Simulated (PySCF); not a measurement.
SCF from a fresh guess for singlet VI₃, at the PBE0 minimum. PySCF input:

```python
from pyscf import gto, scf, dft
mol = gto.M(atom='''
V      0.000000     0.000000    -0.000000
I      2.483509    -0.000006     0.000000
I     -1.241750     2.150785    -0.000000
I     -1.241759    -2.150779     0.000000''',
    basis={'V': 'def2-SVP', 'I': 'def2-SVP'},
    ecp={'I': 'def2-SVP'},
    charge=0, spin=0)
mf = dft.RKS(mol, xc='PBE0')
mf.grids.atom_grid = (50, 194)
aux = {'V': 'def2-universal-JKFIT', 'I': 'def2-universal-JKFIT'}
mf = mf.density_fit(auxbasis=aux)
mf.conv_tol = 1e-08
mf.diis_space = 10
mf.max_cycle = 60
mf.init_guess = 'huckel'
mf.verbose = 4
mf.kernel()
```

Excerpt of the output (cycles and frontier levels); where DIIS stalls, ADIIS, DIIS with a small level shift and a second-order solver take over in turn:

```
init E= -1836.10280057219
cycle= 1 E= -1817.50771264094  delta_E= 18.6  |g|= 7.24  |ddm|=  7.7
  HOMO = 0.367593000155799  LUMO = 0.36881003864971  gap/eV = 0.03312
cycle= 2 E= -1765.83238937254  delta_E= 51.7  |g|=  6.4  |ddm|= 32.7
  HOMO = -0.716560920947899  LUMO = -0.636457811110849  gap/eV = 2.17972
cycle= 3 E= -1798.61707019704  delta_E= -32.8  |g|= 8.28  |ddm|= 34.2
  HOMO = -0.603999291432807  LUMO = -0.543872204883464  gap/eV = 1.63614
cycle= 4 E= -1804.44009709747  delta_E= -5.82  |g|= 7.96  |ddm|=    3
  HOMO = -0.604437174535797  LUMO = -0.558315153036637  gap/eV = 1.25504
cycle= 5 E= -1806.4747253561  delta_E= -2.03  |g|= 7.79  |ddm|= 2.03
  HOMO = -0.572932429565379  LUMO = -0.523464947206309  gap/eV = 1.34608
cycle= 6 E= -1805.83884744507  delta_E= 0.636  |g|=  7.9  |ddm|= 1.65
  HOMO = -0.547158106664715  LUMO = -0.504832017437598  gap/eV = 1.15175
cycle= 7 E= -1805.80254901706  delta_E= 0.0363  |g|= 7.94  |ddm|= 0.629
... 96 lines left out ...
cycle= 56 E= -1812.31855414588  delta_E= -0.208  |g|= 7.45  |ddm|= 0.501
  HOMO = -0.50408433980034  LUMO = -0.467261902706109  gap/eV = 1.00199
cycle= 57 E= -1808.55568559656  delta_E= 3.76  |g|= 7.84  |ddm|= 6.12
  HOMO = 0.213691070928143  LUMO = 0.240314212483333  gap/eV = 0.72445
cycle= 58 E= -1759.4642452556  delta_E= 49.1  |g|= 6.55  |ddm|= 24.1
  HOMO = -0.616135866170975  LUMO = -0.58980310282946  gap/eV = 0.71655
cycle= 59 E= -1809.03926943506  delta_E= -49.6  |g|= 7.66  |ddm|= 23.6
  HOMO = -0.608937876916023  LUMO = -0.592174411365262  gap/eV = 0.45616
cycle= 60 E= -1809.16657907455  delta_E= -0.127  |g|= 7.66  |ddm|= 1.14
SCF not converged.
init E= -1836.10280057219
cycle= 1 E= -1817.50771264094  delta_E= 18.6  |g|= 7.24  |ddm|=  7.7
  HOMO = 0.367593000155799  LUMO = 0.36881003864971  gap/eV = 0.03312
cycle= 2 E= -1765.83238937254  delta_E= 51.7  |g|=  6.4  |ddm|= 32.7
  HOMO = -0.0402383035978104  LUMO = 0.15325337974701  gap/eV = 5.26518
cycle= 3 E= -1832.48574308327  delta_E= -66.7  |g|= 3.39  |ddm|=   30
  HOMO = -0.269228712794938  LUMO = -0.252569951365538  gap/eV = 0.45331
cycle= 4 E= -1836.17187768692  delta_E= -3.69  |g|= 1.85  |ddm|= 9.23
  HOMO = -0.0831125074378605  LUMO = -0.024359355230235  gap/eV = 1.59875
cycle= 5 E= -1836.27520743189  delta_E= -0.103  |g|= 1.35  |ddm|= 2.86
  HOMO = -0.241882180528751  LUMO = -0.142929335829284  gap/eV = 2.69264
cycle= 6 E= -1836.89712726485  delta_E= -0.622  |g|= 0.126  |ddm|= 1.94
  HOMO = -0.231833283536143  LUMO = -0.119415290426483  gap/eV = 3.05905
cycle= 7 E= -1836.89137006305  delta_E= 0.00576  |g|= 0.203  |ddm|= 0.536
... 17 lines left out ...
cycle= 16 E= -1836.90623583872  delta_E= -2.31e-07  |g|= 0.000915  |ddm|= 0.00336
  HOMO = -0.251786151991436  LUMO = -0.132244643022824  gap/eV = 3.25289
cycle= 17 E= -1836.90623586655  delta_E= -2.78e-08  |g|= 0.00116  |ddm|= 0.00331
  HOMO = -0.251998268983569  LUMO = -0.132409690117554  gap/eV = 3.25417
cycle= 18 E= -1836.90623569351  delta_E= 1.73e-07  |g|= 0.00157  |ddm|= 0.00259
  HOMO = -0.25176881666141  LUMO = -0.132233428655079  gap/eV = 3.25272
cycle= 19 E= -1836.90623598866  delta_E= -2.95e-07  |g|= 0.00121  |ddm|= 0.00259
  HOMO = -0.251854035477356  LUMO = -0.132295463185189  gap/eV = 3.25335
cycle= 20 E= -1836.90623640096  delta_E= -4.12e-07  |g|= 0.00046  |ddm|= 0.00209
SCF not converged.
init E= -1836.90623640096
  HOMO = -0.251898369341637  LUMO = -0.0323342020871026  gap/eV = 5.97465
cycle= 1 E= -1836.90623643131  delta_E= -3.03e-08  |g|= 0.000488  |ddm|= 0.00148
  HOMO = -0.251749365297159  LUMO = -0.0322130993368328  gap/eV = 5.97389
cycle= 2 E= -1836.90623628652  delta_E= 1.45e-07  |g|= 0.000911  |ddm|= 0.00156
  HOMO = -0.251903976128411  LUMO = -0.0323342853467185  gap/eV = 5.97480
cycle= 3 E= -1836.90623650186  delta_E= -2.15e-07  |g|= 0.000239  |ddm|= 0.000907
  HOMO = -0.251864550218513  LUMO = -0.0323043256368093  gap/eV = 5.97454
cycle= 4 E= -1836.90623652397  delta_E= -2.21e-08  |g|= 7.38e-05  |ddm|= 0.000332
  HOMO = -0.251856607974733  LUMO = -0.0322985928763426  gap/eV = 5.97448
cycle= 5 E= -1836.90623653578  delta_E= -1.18e-08  |g|= 3.86e-05  |ddm|= 0.000384
  HOMO = -0.251858194109725  LUMO = -0.0322997566038942  gap/eV = 5.97449
cycle= 6 E= -1836.90623654264  delta_E= -6.86e-09  |g|= 3.9e-05  |ddm|= 0.000347
  HOMO = -0.251875275059473  LUMO = -0.132312792159008  gap/eV = 3.25346
Extra cycle  E= -1836.90623653902  delta_E= 3.61e-09  |g|= 0.000154  |ddm|= 0.000259
converged SCF energy = -1836.90623653902
```

No lower solution of this spin was found by a stability analysis within the restricted form, which does not test spin polarisation.

At the minimum of this search the closed-shell solution is unstable towards spin polarisation, so a lower open-shell solution exists.

The search for the lowest solution, with the stability check, took 31 s on 2 threads of a shared Arm Neoverse N1 host, with 109 basis functions; the process peaked at 0.39 GiB. Launch command: `OMP_NUM_THREADS=2 python axn.py task.json out`.
